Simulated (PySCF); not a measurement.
Compound: C5H9FO3.
Structure used (GFN2-xTB), in Å, numbered top down from 1:
```xyz
18
C5H9FO3 angstrom
C     -2.042   -0.761    0.579
O     -0.680   -0.782    0.180
C     -0.342   -0.032   -0.921
C     -0.717    1.445   -0.861
F     -0.981   -0.575   -2.047
C      1.165   -0.239   -1.157
O      1.908    0.437   -0.153
C      2.604   -0.303    0.700
O      2.730   -1.488    0.695
H     -2.701   -0.949   -0.272
H     -2.143   -1.567    1.302
H     -2.306    0.188    1.054
H     -1.798    1.559   -0.852
H     -0.319    1.949   -1.737
H     -0.289    1.883    0.036
H      1.384   -1.311   -1.121
H      1.439    0.175   -2.129
H      3.080    0.376    1.427
```

A PySCF run (density fitting, gas phase, GFN2-xTB geometry) gave HOMO -6.78 eV, LUMO -0.87 eV, dipole 2.97 D and E = -528.691 Eh.

Question: Which of these levels was it?
A. PBE0/6-31G*
B. KT3/pcSseg-1
C. BP86/IGLO-II

Answer: B. It is KT3/pcSseg-1. All candidates on this geometry:

```csv
level and settings,kind,basis functions,SCF cycles,E (Eh),HOMO (eV),LUMO (eV),dipole (D)
BP86/IGLO-II,GGA,252,17,-521.6102,-6.75,-1.08,3.00
KT3/pcSseg-1,GGA,198,16,-528.6909,-6.78,-0.87,2.97
PBE0/6-31G*,global hybrid,144,14,-520.8828,-8.00,0.58,2.95
```

The nearest other candidate, by the summed differences of HOMO and LUMO, is BP86/IGLO-II: its HOMO differs by +0.03 eV and its LUMO by -0.21 eV. Cycle counts include a coarse-grid stage where the run had one. All basis functions are spherical, in the Pople sets too. KT3 was designed for NMR shieldings or shifts; total energies of different functionals aren't comparable.
